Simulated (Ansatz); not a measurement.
In₉P₉H₂₄, a nanocrystal cut from wurtzite InP (hydrogen-capped). The state is a singlet with charge 0. Geometry PBE-D4/def2-SVP, basis def2-SVP, Ansatz.

```tsv
atom	x (Å)	y (Å)	z (Å)
In1	-2.948	-0.698	-2.522
P2	-1.786	1.362	-3.694
P3	-2.275	-0.361	-0.102
In4	-1.585	2.111	0.449
In5	-2.253	0.047	4.122
P6	-1.102	2.103	2.940
In7	0.679	2.174	-3.217
P8	0.781	2.058	-0.687
In9	1.361	2.908	3.430
P10	-1.190	-2.496	-3.323
In11	-0.893	-2.366	0.878
P12	-0.506	-1.752	3.309
In13	1.391	-2.429	-2.776
P14	1.851	-0.089	-3.906
P15	1.380	-1.820	-0.315
In16	2.635	0.426	0.202
In17	2.069	-1.677	3.870
P18	2.533	0.653	2.727
H19	-4.531	-1.003	-3.159
H20	-2.619	2.487	-3.393
H21	-2.026	1.323	-5.106
H22	-3.547	-0.495	0.547
H23	-2.630	3.228	-0.393
H24	-3.742	-0.266	3.257
H25	-2.068	0.241	5.841
H26	-1.911	3.222	3.334
H27	1.144	3.489	-4.247
H28	1.316	3.353	-0.385
H29	1.761	4.090	2.203
H30	1.535	3.092	5.151
H31	-1.390	-2.794	-4.711
H32	-1.656	-3.742	-2.795
H33	-1.532	-3.881	0.289
H34	-0.955	-2.968	3.928
H35	2.257	-3.712	-3.556
H36	1.857	-0.225	-5.333
H37	3.253	0.145	-3.734
H38	2.269	-2.816	0.207
H39	4.071	0.554	-0.785
H40	2.241	-1.478	5.589
H41	2.840	-2.892	2.873
H42	3.923	0.893	2.993
```

```tsv
run	HOMO (eV)	LUMO (eV)
A	-5.89	-2.09
B	-5.67	-2.26
C	-5.50	-2.17
D	-6.27	-1.90
E	-6.64	-1.55
```

In the def2 sets In takes a core potential; there is no spin–orbit coupling. HSE06 is defined as in plane-wave codes, on full-range PBE exchange. Single mean-field runs in def2-SVP are fitted with def2-universal-jkfit.

The runs used BLYP, HSE06, PBE, PBE0, r2SCAN. Estimate which is which.

A r2SCAN (0 % exact exchange); B PBE (0 % exact exchange); C BLYP (0 % exact exchange); D HSE06 (range-separated); E PBE0 (25 % exact exchange). Exact exchange lowers occupied and raises empty levels; among semilocal functionals meta-GGAs tend to open the gap a little, and such runs are hard to tell apart. The gap grows from 3.33 eV (BLYP) to 5.09 eV (PBE0).
